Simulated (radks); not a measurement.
Q: Radial electron density D(r) = 4 pi r^2 rho(r) of an atom or ion with 64 electrons. Calculated with a radial shooting solver on a logarithmic mesh with Libxc functionals: scalar-relativistic Kohn-Sham, exchange-only PBE, spin-polarised, spherical densities, finite nucleus; Fermi nuclear charge, rms radius of each element as measured or else 0.836 A^(1/3) + 0.57 fm.

| r (bohr) | D(r) (e/bohr) | spin D(r) |
|---|---|---|
| 0.001198 | 6.663 | -0.00000260 |
| 0.001636 | 10.83 | -0.00000268 |
| 0.002235 | 17.21 | 2.98e-07 |
| 0.003078 | 26.84 | 0.0000145 |
| 0.004205 | 39.74 | 0.0000621 |
| 0.005745 | 55.68 | 0.000205 |
| 0.007848 | 72.46 | 0.000601 |
| 0.01081 | 85.89 | 0.00166 |
| 0.01476 | 90.04 | 0.00407 |
| 0.02017 | 84.75 | 0.00892 |
| 0.02756 | 79.65 | 0.0166 |
| 0.03765 | 89.64 | 0.0240 |
| 0.05184 | 112.9 | 0.0218 |
| 0.07083 | 118.3 | 0.00617 |
| 0.09676 | 97.51 | 0.0186 |
| 0.1322 | 93.89 | 0.175 |
| 0.182 | 107.1 | 0.679 |
| 0.2487 | 76.71 | 1.84 |
| 0.3398 | 47.85 | 3.82 |
| 0.4642 | 56.99 | 5.37 |
| 0.6392 | 43.38 | 4.90 |
| 0.8733 | 20.89 | 3.39 |
| 1.193 | 12.17 | 1.94 |
| 1.63 | 6.026 | 0.751 |
| 2.245 | 1.468 | 0.182 |
| 3.066 | 0.2455 | 0.115 |
| 4.189 | 0.1347 | 0.131 |
| 5.723 | 0.07778 | 0.0777 |
| 7.881 | 0.01639 | 0.0164 |
| 10.77 | 0.0008183 | 0.000818 |

What is the nuclear charge?

A: Z = 67. The innermost maximum, from 1s, lies near gamma/Z bohr with gamma = sqrt(1 - (Z/c)^2) = 0.872, here 0.013 bohr (found: 0.0143), and its height grows with Z. The density is that of the holmium ion Ho3+ in [Kr] 4d10 4f10 5s2 5p5.5 5f0.5; the configuration itself is not fixed sharply by these data, and Z only to a few units. D(r) has 4 maxima, at r = 0.0143, 0.0638, 0.178, 0.483 bohr, and minima at 0.0273, 0.116, 0.345 bohr, inside which lie 1.93, 11.10, 29.51 electrons.
